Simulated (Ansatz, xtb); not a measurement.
**AlFH3SeSi: which of two isomers lies lower**

Structure I: `[F][Al]([SiH3])[Se]`, a doublet. Structure II: `[F][Al][Se][SiH3]`, a doublet. Both are isolated molecules in the gas phase, relaxed with B3LYP/6-31G*; the shapes shown needn't be the lowest conformers.

I (Å):

```xyz
7

Al   -1.9832   -0.3725    0.3098
F    -2.0514   -1.6149   -0.7962
Se   -0.9962    1.6193   -0.3775
Si   -2.8938   -0.6541    2.5707
H    -4.3481   -0.9729    2.5110
H    -2.7190    0.5863    3.3749
H    -2.2033   -1.7706    3.2755
```

II (Å):

```tsv
atom	x (Å)	y (Å)	z (Å)
Al	-2.8673	-3.2718	-0.0735
F	-1.6370	-2.9137	-1.1450
Se	-2.7556	-2.1571	2.0013
Si	-0.8118	-0.9910	1.5123
H	-0.9982	-0.0922	0.3475
H	0.3222	-1.9119	1.2561
H	-0.5276	-0.1800	2.7236
```

Estimate E(II) − E(I) at the level CCSD(T)/def2-SVP + ΔMP2/def2-TZVPP.

Calculated at CCSD(T)/def2-SVP + ΔMP2/def2-TZVPP: E(II) − E(I) = −0.457 eV, so structure II lies lower.

The same difference at several levels:

```tsv
level	geometry	E(II) − E(I) (eV)	departure from the last row (eV)	job, with rough time for the two
B3LYP/6-31G*	B3LYP/6-31G*	−0.302	+0.155	optimisation, 3.6 min
HF/def2-SVP	B3LYP/6-31G*	−0.164	+0.293	part of the CCSD(T) run
MP2/def2-SVP	B3LYP/6-31G*	−0.486	−0.028	part of the CCSD(T) run
CCSD(T)/def2-SVP	B3LYP/6-31G*	−0.302	+0.156	single point
CCSD(T)/def2-SVP + ΔMP2/def2-TZVPP	B3LYP/6-31G*	−0.457		single point, 79 s
```

As drawn, II has 1 Se–Si in place of 1 Al–Si.

The levels shown agree on the order. The largest departure from CCSD(T)/def2-SVP + ΔMP2/def2-TZVPP is that of HF/def2-SVP, 0.293 eV. Levels run at GFN2-xTB geometries aren't shown. The last row adds to CCSD(T) the change of the MP2 difference between the two basis sets, here −0.156 eV, a large step that makes the value less sure.

With harmonic frequencies from B3LYP/6-31G* (ideal gas, rigid rotor, one conformer each, 298.15 K, 1 atm): on the last row, ΔE + ΔZPE = −0.429 eV. A mode under 50 cm⁻¹ makes harmonic enthalpies and free energies unreliable, so none is given.

Open shells are spin-unrestricted. The correlated steps freeze 20 core orbitals; the filled d shell of Se is correlated, in a basis made for valence electrons. Programs: Ansatz 0.2.0; the last row on 2 threads of Arm Neoverse V2 on a shared host.
